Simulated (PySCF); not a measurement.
C₃H₅B, SMILES C#CBC. Geometry optimised at PBE-D3(BJ)/def2-SVP.

Computed equilibrium geometry at PBE-D3(BJ)/def2-SVP (PySCF confirms it by a frequency run) as Cartesian coordinates in Å:
```xyz
9

B     -0.7599    -0.0959    -0.3356
C      0.3597    -0.5986     0.5598
C      1.2705    -1.0054     1.2842
H      2.0677    -1.3661     1.9214
H     -1.7735    -0.7740    -0.4032
C     -0.6842     1.2445    -1.1431
H     -1.4663     1.9256    -0.7325
H     -0.9933     1.0809    -2.1985
H      0.2885     1.7700    -1.1147
```
Charge 0, spin multiplicity 1.
